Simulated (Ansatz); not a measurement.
Relaxation of C2H8AlFN2 (14 atoms, charge 0, multiplicity 1), to a largest force component of 0.02 eV/Å in at most 50 steps.

The calculation used Ansatz, RKS BHLYP-D4/6-31G.

```xyz
14
Properties=species:S:1:pos:R:3:forces:R:3
C 0.782 0.462 1.941 -0.77 3.65 0.92
N 1.351 -0.200 0.810 -1.25 -3.15 -1.36
Al 0.071 -0.400 -0.648 6.24 -1.34 2.36
N -0.332 -2.138 -1.218 -3.98 0.65 1.43
C -0.665 1.198 -1.539 -0.44 -1.67 4.12
F -1.364 1.970 -0.594 -0.38 1.88 1.23
H 0.467 1.536 1.628 0.47 -1.85 0.62
H -0.118 -0.029 2.296 -0.16 0.10 0.57
H 1.470 0.610 2.802 -0.32 -0.30 -0.70
H 1.604 -1.158 1.160 0.33 1.13 -0.93
H -0.894 -2.606 -0.384 1.95 0.59 -2.18
H -1.105 -2.014 -1.944 1.58 -0.79 0.75
H 0.102 1.844 -1.968 -0.86 -1.09 -2.13
H -1.353 0.133 -0.892 -2.42 2.20 -4.70
```

Q: Where does it end, and by what steps?

A: The forces met the threshold. Limits of this set-up: no polarisation functions. After 17 steps the energy has fallen by 7.915 eV; H14 moved furthest, 1.33 Å. Parted: Al3–H14. Joined: C5–H14.

```json
{"step": "0", "energy less start (eV)": "0.0000", "largest force component (eV/Å)": "6.240", "accepted": "yes"}
{"step": "1", "energy less start (eV)": "-3.2315", "largest force component (eV/Å)": "4.161", "accepted": "yes"}
{"step": "2", "energy less start (eV)": "-5.3398", "largest force component (eV/Å)": "2.923", "accepted": "yes"}
{"step": "3", "energy less start (eV)": "-6.4614", "largest force component (eV/Å)": "1.895", "accepted": "yes"}
{"step": "4", "energy less start (eV)": "-7.0534", "largest force component (eV/Å)": "1.179", "accepted": "yes"}
{"step": "5", "energy less start (eV)": "-7.4157", "largest force component (eV/Å)": "0.647", "accepted": "yes"}
{"step": "6", "energy less start (eV)": "-7.6281", "largest force component (eV/Å)": "0.707", "accepted": "yes"}
{"step": "7", "energy less start (eV)": "-7.7468", "largest force component (eV/Å)": "0.423", "accepted": "yes"}
{"step": "8", "energy less start (eV)": "-7.8317", "largest force component (eV/Å)": "0.462", "accepted": "yes"}
{"step": "9", "energy less start (eV)": "-7.8803", "largest force component (eV/Å)": "0.237", "accepted": "yes"}
{"step": "10", "energy less start (eV)": "-7.9003", "largest force component (eV/Å)": "0.110", "accepted": "yes"}
{"step": "11", "energy less start (eV)": "-7.9049", "largest force component (eV/Å)": "0.274", "accepted": "yes"}
{"step": "12", "energy less start (eV)": "-7.9091", "largest force component (eV/Å)": "0.132", "accepted": "yes"}
{"step": "13", "energy less start (eV)": "-7.9110", "largest force component (eV/Å)": "0.117", "accepted": "yes"}
{"step": "14", "energy less start (eV)": "-7.9123", "largest force component (eV/Å)": "0.189", "accepted": "yes"}
{"step": "15", "energy less start (eV)": "-7.9142", "largest force component (eV/Å)": "0.104", "accepted": "yes"}
{"step": "16", "energy less start (eV)": "-7.9149", "largest force component (eV/Å)": "0.021", "accepted": "yes"}
{"step": "17", "energy less start (eV)": "-7.9150", "largest force component (eV/Å)": "0.007", "accepted": "yes"}
```

```xyz
14
Properties=species:S:1:pos:R:3
C 0.863 0.640 1.984
N 0.629 -0.560 1.183
Al -0.179 -0.613 -0.402
N -0.394 -2.145 -1.292
C -0.798 1.086 -1.236
F -1.179 1.990 -0.162
H 0.420 1.498 1.491
H 0.408 0.560 2.971
H 1.927 0.838 2.120
H 0.965 -1.395 1.627
H -0.066 -3.040 -0.981
H -0.872 -2.225 -2.170
H -0.035 1.602 -1.814
H -1.673 0.971 -1.870
```

Whether the end is a true minimum wasn't checked by a vibrational analysis.

Run time: 100 s on 1 thread of Arm Neoverse V1 (shared host), peak memory 0.18 GiB.
